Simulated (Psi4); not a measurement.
Psi4 input (wB97X-D/6-311+G**):

```
memory 1500 MB

molecule {
-1 1
B    -0.27022800   -0.66963600    0.31892400
H    -1.17342200   -1.47140600    0.40207600
O     0.82618200   -1.03693400    1.13524000
H     1.52048100   -0.37518800    1.04024700
P    -0.26875400    0.85399800   -0.72281700
H    -1.57406900    0.68027400   -1.27660800
symmetry c1
no_reorient
no_com
}

set {
  basis 6-311+G**
  reference rks
  scf_type pk
  dft_radial_points 99
  dft_spherical_points 590
  e_convergence 1e-8
  d_convergence 1e-7
  maxiter 150
}

e = energy('wb97x-d')
print_out(f'\nFINAL {e:.10f} DIPOLE {variable("CURRENT DIPOLE")[0]:.6f} {variable("CURRENT DIPOLE")[1]:.6f} {variable("CURRENT DIPOLE")[2]:.6f}\n')
```

Output:

```
   => Loading Basis Set <=

    Name: 6-311+G**
    Role: ORBITAL
    Keyword: BASIS
    atoms 1       entry B          line   108 file 6-311pgss.gbs
    atoms 2, 4, 6 entry H          line    42 file 6-311pgss.gbs
    atoms 3       entry O          line   171 file 6-311pgss.gbs
    atoms 5       entry P          line   390 file 6-311pgss.gbs

   => WB97X-D: Empirical Dispersion <=

    Chai and Head-Gordon Dispersion Correction
    Chai, J.-D.; Head-Gordon, M. (2010), J. Chem. Phys., 132: 6615-6620

        s6 =       1.000000

         ---------------------------------------------------------
                                   SCF
               by Justin Turney, Rob Parrish, Andy Simmonett
                          and Daniel G. A. Smith
                              RKS Reference
         ---------------------------------------------------------

  ==> Geometry <==

    Molecular point group: c1
    Full point group: C1

    Geometry (in Angstrom), charge = -1, multiplicity = 1:

       Center              X                  Y                   Z               Mass
    ------------   -----------------  -----------------  -----------------  -----------------
         B           -0.270228000000    -0.669636000000     0.318924000000    11.009305360000
         H           -1.173422000000    -1.471406000000     0.402076000000     1.007825032230
         O            0.826182000000    -1.036934000000     1.135240000000    15.994914619570
         H            1.520481000000    -0.375188000000     1.040247000000     1.007825032230
         P           -0.268754000000     0.853998000000    -0.722817000000    30.973761998420
         H           -1.574069000000     0.680274000000    -1.276608000000     1.007825032230

  Running in c1 symmetry.

  Rotational constants: A =      1.56384  B =      0.17251  C =      0.15537 [cm^-1]
  Rotational constants: A =  46882.59769  B =   5171.65639  C =   4657.84575 [MHz]
  Nuclear repulsion =   82.458728549189431

  Charge       = -1
  Multiplicity = 1
  Electrons    = 32
  Nalpha       = 16
  Nbeta        = 16

  ==> Algorithm <==

  SCF Algorithm Type is PK.
  DIIS enabled.
  MOM disabled.
  Fractional occupation disabled.
  Guess Type is SAD.
  Energy threshold   = 1.00e-08
  Density threshold  = 1.00e-07
  Integral threshold = 1.00e-12

  ==> Primary Basis <==

  Basis Set: 6-311+G**
    Blend: 6-311+G**
    Number of shells: 46
    Number of basis functions: 92
    Number of Cartesian functions: 95
    Spherical Harmonics?: true
    Max angular momentum: 2

  ==> DFT Potential <==

   => LibXC <=

    Version 7.1.2
    S. Lehtola, C. Steigemann, M. J. T. Oliveira, and M. A. L. Marques,  SoftwareX 7, 1–5 (2018) (10.1016/j.softx.2017.11.002)

   => Composite Functional: WB97X-D <=

    wB97X-D Hyb-GGA Exchange-Correlation Functional

    J.-D. Chai and M. Head-Gordon,  Phys. Chem. Chem. Phys. 10, 6615–6620 (2008) (10.1039/B810189B)

    Deriv               =              1
    GGA                 =           TRUE
    Meta                =          FALSE

    Exchange Hybrid     =           TRUE
    MP2 Hybrid          =          FALSE

   => Exchange-Correlation Functionals <=

    1.0000   wB97X-D range-separated functional

   => Exact (HF) Exchange <=

    0.7780            HF,LR [omega = 0.2000]
    0.2220               HF

   => LibXC Density Thresholds  <==

    XC_HYB_GGA_XC_WB97X_D:  1.00E-14

   => Molecular Quadrature <=

    Radial Scheme          =       TREUTLER
    Pruning Scheme         =           NONE
    Nuclear Scheme         =       TREUTLER

    Blocking Scheme        =         OCTREE
    BS radius alpha        =              1
    Pruning alpha          =              1
    Radial Points          =             99
    Spherical Points       =            590
    Total Points           =         338790
    Total Blocks           =           2501
    Max Points             =            256
    Max Functions          =             89
    Weights Tolerance      =       1.00E-15

  ==> Integral Setup <==

  Using in-core PK algorithm.
   Calculation information:
      Number of atoms:                   6
      Number of AO shells:              46
      Number of primitives:             81
      Number of atomic orbitals:        95
      Number of basis functions:        92

      Integral cutoff                 1.00e-12
      Number of threads:                 1

  Performing in-core PK
  Using 27458343 doubles for integral storage.
  We computed 533233 shell quartets total.
  Whereas there are 584821 unique shell quartets.

  Computing range-separated integrals for PK
  We computed 533233 wK shell quartets total.
  Whereas there are 584821 wK unique shell quartets.

  ==> DiskJK: Disk-Based J/K Matrices <==

    J tasked:                  Yes
    K tasked:                  Yes
    wK tasked:                 Yes
    Omega:               2.000E-01
    Schwarz Cutoff:          1E-12


  Cached 50.0% of DFT collocation blocks in 0.363 [GiB].

  Minimum eigenvalue in the overlap matrix is 6.3780683335E-04.
  Reciprocal condition number of the overlap matrix is 8.8340911766E-05.
    Using symmetric orthogonalization.

  ==> Pre-Iterations <==

  SCF Guess: Superposition of Atomic Densities via on-the-fly atomic UHF (no occupation information).

   -------------------------
    Irrep   Nso     Nmo
   -------------------------
     A         92      92
   -------------------------
    Total      92      92
   -------------------------

  ==> Iterations <==

                        Total Energy        Delta E     RMS |[F,P]|

   @RKS iter SAD:  -442.40380166680899   -4.42404e+02   0.00000e+00
   @RKS iter   1:  -443.05272069878669   -6.48919e-01   8.55268e-03 ADIIS/DIIS
   @RKS iter   2:  -443.05832999898070   -5.60930e-03   9.08159e-03 ADIIS/DIIS
   @RKS iter   3:  -443.30224134944285   -2.43911e-01   1.44255e-03 ADIIS/DIIS
   @RKS iter   4:  -443.30860701100539   -6.36566e-03   2.03538e-04 ADIIS/DIIS
   @RKS iter   5:  -443.30891226120644   -3.05250e-04   5.37395e-05 DIIS
   @RKS iter   6:  -443.30895404220939   -4.17810e-05   1.87292e-05 DIIS
   @RKS iter   7:  -443.30895997048071   -5.92827e-06   8.57532e-06 DIIS
   @RKS iter   8:  -443.30896131500549   -1.34452e-06   2.70582e-06 DIIS
   @RKS iter   9:  -443.30896146647171   -1.51466e-07   8.64117e-07 DIIS
   @RKS iter  10:  -443.30896148038562   -1.39139e-08   1.74553e-07 DIIS
   @RKS iter  11:  -443.30896148118819   -8.02572e-10   4.25934e-08 DIIS
  Energy and wave function converged.

  ==> Post-Iterations <==

   Electrons on quadrature grid:
      Ntotal   =   31.9999996786 ; deviation = -3.214e-07

    Orbital Energies [Eh]
    ---------------------

    Doubly Occupied:

       1A    -76.950090     2A    -19.077479     3A     -6.669722
       4A     -6.407176     5A     -4.555072     6A     -4.551299
       7A     -4.551198     8A     -0.935786     9A     -0.492230
      10A     -0.450102    11A     -0.322311    12A     -0.278172
      13A     -0.262761    14A     -0.207144    15A     -0.124426
      16A     -0.073596

    Virtual:

      17A      0.185024    18A      0.196824    19A      0.201020
      20A      0.213637    21A      0.225853    22A      0.228906
      23A      0.230303    24A      0.289733    25A      0.290398
      26A      0.314310    27A      0.372602    28A      0.386883
      29A      0.404919    30A      0.409843    31A      0.422593
      32A      0.447610    33A      0.465280    34A      0.488168
      35A      0.549341    36A      0.559357    37A      0.621203
      38A      0.650982    39A      0.657923    40A      0.659423
      41A      0.720802    42A      0.763509    43A      0.809606
      44A      0.871912    45A      0.903834    46A      0.931326
      47A      0.959415    48A      1.078514    49A      1.162723
      50A      1.163755    51A      1.188311    52A      1.208763
      53A      1.312243    54A      1.352294    55A      1.376237
      56A      1.379984    57A      1.607531    58A      1.623588
      59A      1.649287    60A      1.737187    61A      1.743525
      62A      1.794123    63A      1.826539    64A      1.915419
      65A      1.973853    66A      1.990255    67A      2.047514
      68A      2.176295    69A      2.194244    70A      2.304845
      71A      2.344423    72A      2.388140    73A      2.676265
      74A      2.766402    75A      2.870703    76A      2.903235
      77A      3.010742    78A      3.311228    79A      3.389512
      80A      3.560823    81A      3.747721    82A      4.096914
      83A      5.246263    84A      5.498887    85A      5.777362
      86A      7.335158    87A     14.234928    88A     14.287809
      89A     14.347671    90A     14.809828    91A     50.170599
      92A    163.556293

    Final Occupation by Irrep:
              A
    DOCC [    16 ]
    NA   [    16 ]
    NB   [    16 ]

  @RKS Final Energy:  -443.30896148118819

   => Energetics <=

    Nuclear Repulsion Energy =             82.4587285491894306
    One-Electron Energy =                -781.5837951240559960
    Two-Electron Energy =                 282.3275509867574442
    DFT Exchange-Correlation Energy =     -26.5104968503433298
    Empirical Dispersion Energy =          -0.0009490427357651
    VV10 Nonlocal Energy =                  0.0000000000000000
    Total Energy =                       -443.3089614811881916

Computation Completed

Properties will be evaluated at   0.000000,   0.000000,   0.000000 [a0]

Properties computed using the SCF density matrix

 Multipole Moments:

 ------------------------------------------------------------------------------------
     Multipole            Electronic (a.u.)      Nuclear  (a.u.)        Total (a.u.)
 ------------------------------------------------------------------------------------

 L = 1.  Multiply by 2.5417464519 to convert [e a0] to [Debye]
 Dipole X            :          0.5207594           -0.0000076            0.5207519
 Dipole Y            :         -0.3999845           -0.0000038           -0.3999882
 Dipole Z            :          0.5420342            0.0000000            0.5420342
 Magnitude           :                                                    0.8514542

 ------------------------------------------------------------------------------------

FINAL -443.3089614812 DIPOLE 0.520752 -0.399988 0.542034

*** Psi4 exiting successfully. Buy a developer a beer!
```

The dipole moment of an ion depends on the origin.

The geometry given is a B3LYP-D3(BJ)/def2-TZVP minimum.
